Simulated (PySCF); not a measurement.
# Spinor energies of Er³⁸⁺ (erbium, charge +38)

Start: [Ar] 3d10 4s2. Calculated with PySCF 2.14 in an even-tempered Gaussian basis (16 s from 4.3 bohr⁻², ratio 2.8; 13 p from 5.6 bohr⁻², ratio 2.8; 8 d from 10 bohr⁻², ratio 2.8; 4 f from 24 bohr⁻², ratio 3): generalised Hartree-Fock with the X2C-1e Hamiltonian and a Gaussian nucleus; one run each with spin-orbit coupling (SO) switched off, then screened by Boettger's factors.

| spinor shell | electrons | ε, spin-free (eV) | ε, screened SO (eV) | weight of nominal j (screened SO) | rms radius, screened SO (bohr) |
| --- | --- | --- | --- | --- | --- |
| 1s1/2 | 2 | -59477.3 | -59465.1 | 1.000 | 0.0231 |
| 2s1/2 | 2 | -11501.4 | -11497.8 | 1.000 | 0.0933 |
| 2p1/2 | 2 | -10365.7 | -11018.2 | 1.000 | 0.0797 |
| 2p3/2 | 4 | -10365.7 | -10092.9 | 1.000 | 0.0864 |
| 3s1/2 | 2 | -3837.1 | -3836.1 | 1.000 | 0.237 |
| 3p1/2 | 2 | -3482.0 | -3627.1 | 1.000 | 0.228 |
| 3p3/2 | 4 | -3482.0 | -3420.7 | 1.000 | 0.241 |
| 3d3/2 | 4 | -3053.0 | -3079.7 | 1.000 | 0.212 |
| 3d5/2 | 6 | -3053.0 | -3034.8 | 1.000 | 0.216 |
| 4s1/2 | 2 | -1791.1 | -1790.9 | 1.000 | 0.500 |

```tsv
quantity	spin-free	screened SO
E (hartree)	-12196.15698	-12206.64823
M_J	0	0
⟨J²⟩	0.000	0.000
⟨L²⟩	0.000	0.042
⟨S²⟩	0.000	0.042
```

Breit and QED terms are absent; they matter most for the inner s and p1/2 levels.

Densities and radii are taken from the X2C orbitals without a picture-change correction, which distorts them close to the nucleus.

Without spin-orbit coupling the j labels of p, d and f shells carry no meaning; the spin-free column gives the mean over the occupied spinors of each nl shell.
